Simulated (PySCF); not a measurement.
Vertical excitations of a molecule CHF2NOSi from TDA-PBE/def2-SVPD in PySCF 2.14.0, as energy in eV (oscillator strength): 6.93 (0.001), 7.10 (0.000), 7.15 (0.000), 7.81 (0.007), 7.84 (0.005), 8.34 (0.385), 8.48 (0.017), 8.58 (0.007), 8.59 (0.000), 8.85 (0.094). Lowest triplet (TDA): 6.38 eV. Geometry: B3LYP-D3(BJ)/def2-SVP. The values are those of a single conformer.

Which molecule gave these data?
A. O=C=N[SiH](F)F
B. F[Si]1(F)N=CO1
C. N#CO[SiH](F)F

A, O=C=N[SiH](F)F
